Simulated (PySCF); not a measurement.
Computed structure and properties of Dy(BH4)2

System: Dy(BH4)2 (singlet in the valence; each metal's 4f electrons, 10 of them, lie in its core potential, out of spins and levels); start: template (C2). Method: PySCF 2.14.0, RKS PBE0, Dy lcecp-0-SVP with ECP56, B def2-SVP, H def2-SVP; non-relativistic Hamiltonian with scalar-relativistic core potentials where named; density fitting; no spin-orbit coupling.

Input of the relaxation:

```python
mol = gto.M(atom='''
Dy    -0.00000     0.00000    -0.16517
B      2.38320     0.00000     0.90143
H      3.47850     0.00000     1.39153
H      1.66310    -0.83350     1.49233
H      2.46870    -0.30510    -0.30777
H      1.87890     1.13860     1.00993
B     -2.38320     0.00000     0.90143
H     -3.47850     0.00000     1.39153
H     -1.66310     0.83350     1.49233
H     -2.46870     0.30510    -0.30777
H     -1.87890    -1.13860     1.00993''',
    basis={'Dy': 'lcecp-0-SVP', 'B': 'def2-SVP', 'H': 'def2-SVP'},
    ecp={'Dy': 'lcecp-0-SVP'},
    charge=0, spin=0)
mf = dft.RKS(mol, xc='PBE0')
mf.grids.atom_grid = (50, 194)  # f atoms: unpruned, at least (60, 302)
mf = mf.density_fit()  # fitting sets: Dy AutoAux, B def2-universal-JKFIT, H def2-universal-JKFIT
mf.conv_tol = 1e-08; mf.max_cycle = 55
mf.kernel(dm0)  # dm0: converged density of the start geometry
# quasi-Newton relaxation in Cartesian coordinates to a largest gradient under 0.00045 Eh/bohr, steps kept in the point group
```

Run from Python with OMP_NUM_THREADS=2; the lines above give its settings. Where DIIS fails, smearing, a level shift and second-order steps follow.
It took 66 s on 2 threads of Arm Neoverse V2, with other jobs on the host, from the converged density of the start.

Course of the relaxation:

| step | energy above end (eV) | largest force component within the symmetry (eV/Å) |
| --- | --- | --- |
| 0 | 0.1737 | 0.744 |
| 1 | 0.1391 | 0.659 |
| 2 | 0.0869 | 0.353 |
| 3 | 0.0764 | 0.225 |
| 4 | 0.0683 | 0.096 |
| 5 | 0.0657 | 0.065 |
| 6 | 0.0592 | 0.120 |
| 7 | 0.0465 | 0.145 |
| 16 | 0.0016 | 0.066 |
| 17 | 0.0008 | 0.032 |
| 18 | 0.0006 | 0.028 |
| 19 | 0.0002 | 0.026 |
| 20 | 0.0001 | 0.022 |
| 21 | 0.0000 | 0.014 |
(The steps between are left out.)

Relaxed geometry (D3):

```xyz
11

Dy    0.0001    0.0000    0.8126
B     2.5725   -0.0021    0.7987
H     3.7829    0.0013    0.7953
H     2.1080   -0.7928    1.6559
H     2.0988   -0.3474   -0.3111
H     2.1055    1.1329    1.0597
B    -2.5725    0.0021    0.7987
H    -3.7828   -0.0013    0.7952
H    -2.1080    0.7928    1.6560
H    -2.0989    0.3474   -0.3111
H    -2.1056   -1.1329    1.0597
```

```csv
contact,Å
Dy1–H6 (BH4),2.404
Dy1–H11 (BH4),2.404
```

On the finer grid (75, 302):

| Item | Value |
| --- | --- |
| HOMO | not given (4f levels lie in the core) |
| LUMO | not given (4f levels lie in the core) |
| Dipole about the centre of mass | 0.08 D |
| Set of Mulliken populations of Dy1 outside the core potential | s 2.31, p 6.19, d 0.76, f 0.02 |
| D3(BJ) dispersion energy (not in the energies) | -0.161 eV |

| atom | Mulliken (e) | Löwdin (e) | spin (e) |
| --- | --- | --- | --- |
| Dy1 | 0.72 | 0.78 | 0.00 |
| B2 | -0.26 | -0.42 | 0.00 |
| H3 | -0.01 | 0.00 | 0.00 |
| H4 | -0.03 | 0.01 | 0.00 |
| H5 | -0.03 | 0.01 | 0.00 |
| H6 | -0.03 | 0.01 | 0.00 |
| B7 | -0.26 | -0.42 | 0.00 |
| H8 | -0.01 | 0.00 | 0.00 |
| H9 | -0.03 | 0.01 | 0.00 |
| H10 | -0.03 | 0.01 | 0.00 |
| H11 | -0.03 | 0.01 | 0.00 |

The 4f levels lie in the core potential and are missing. Their spin isn't counted.

On the grid (50, 194), as all that follows. Harmonic modes: a minimum within the noise of the softest modes; lowest 28 cm⁻¹ (negative: unstable), highest 2603 cm⁻¹, zero-point energy 2.068 eV.

Taking off one BH4 (charge -1, singlet; the rest: singlet) in vacuum, both parts rigid, costs 7.25 eV; the small basis without counterpoise inflates it. Most of it is the attraction of opposite charges; other ways to part are cheaper, and one spin state was tried for the rest.

Rigid scan of BH4 along the line from its metal:

(distance to B2 (Å), energy (eV)): (2.27, 0.575), (2.37, 0.226), (2.47, 0.050), (2.57, 0.000), (2.67, 0.039), (2.77, 0.141), (2.97, 0.457), (3.27, 1.040), (3.67, 1.803), (4.17, 2.603)

One start shape was tried, so this needn't be the lowest isomer.

An lcecp potential fixes the number of 4f electrons, so in runs with it no electron can move into or out of that shell; real Dy(II) is rare or takes another configuration.
